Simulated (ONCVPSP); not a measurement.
## What one change does to a pseudopotential (W, ONCV)

W (Z = 74), optimised norm-conserving Vanderbilt (ONCV), made with ONCVPSP 4.0.1 (revPBE, scalar-relativistic). Core [Kr] 4d10, reference 4f13 5s2 5p6 5d5 6s2. Waves: 5s+6s: rc 1.45 bohr, ncon 4, nbas 7, qcut 6.7 1/bohr, 3 projectors, debl 0.3 Ha; 5p: rc 1.90 bohr, ncon 4, nbas 8, qcut 7.9 1/bohr, 3 projectors, debl 2.4 Ha; 5d: rc 1.65 bohr, ncon 4, nbas 8, qcut 6.9 1/bohr, 2 projectors, debl 2 Ha; 4f: rc 0.65 bohr, ncon 5, nbas 10, qcut 26.8 1/bohr, 2 projectors, debl 3.6 Ha. Local part: polynomial inside 0.55 bohr (lpopt 5, dvloc0 0 Ha). Core correction: polynomial model core, fcfact 0.4.

Change: all radii but the core radius scaled by about 1.14 (s 1.64, p 2.16, d 1.88, f 0.74 bohr); local potential polynomial inside 0.62 bohr (lpopt 5, dvloc0 0 Ha).

Cutoffs: the cutoffs (Ha) at which the residual kinetic energy of the hardest occupied pseudo-wave falls to 1 and 0.1 mHa per electron; they do not see the model core or the augmentation charge, which bear on the density cutoff. Errors are all-electron minus pseudo energies relative to the spin-unpolarised reference configuration.

Question: Predict the effect on cutoff, ghosts and configuration errors.

Answer: The potential gets softer (315 Ha and 343 Ha → 285 Ha and 314 Ha); both files keep a bound ghost (p, s); the lowest positive-energy flag moves from d at 45.6 eV to d at 136.4 eV; of the 4 tests that both files solve, the error grows in 0 and shrinks in 1 by more than 15 % and 0.3 meV (median size 406.8 → 359.2 meV). A larger radius leaves more room for a smooth pseudo-wave, so fewer plane waves are needed.

| quantity | base | changed |
| --- | --- | --- |
| cutoff, loose | 315 Ha | 285 Ha |
| cutoff, tight | 343 Ha | 314 Ha |
| loose cutoff by channel | s 22 Ha, p 12 Ha, d 15 Ha, f 315 Ha | s 19 Ha, p 13 Ha, d 15 Ha, f 285 Ha |
| bound ghosts | s, p | s, p |
| GHOST(+) flags under 300 eV | d at 45.6 eV | d at 136.4 eV |
| error for 4f14 5s2 5p6 5d4 6s2, meV [ΔE -32.72 eV] | -430 | -389 |
| error for 4f14 5s2 5p6 5d4 6s1, meV [ΔE -23.92 eV] | -384 | -329 |
| error for 4f14 5s2 5p6 5d4 6s0, meV [ΔE -8.37 eV] | -335 | -259 |
| error for 4f14 5s2 5p6 5d3 6s2 6p1, meV [ΔE -28.71 eV] | -533 | -512 |
| rms error of d²Exc/dni dnj with the model core, mHa | 1.37 | 1.74 |

 A true bound ghost makes a file unfit for plane-wave use even where its test errors are small: the radial tests pick states by their node count and pass the ghost by.
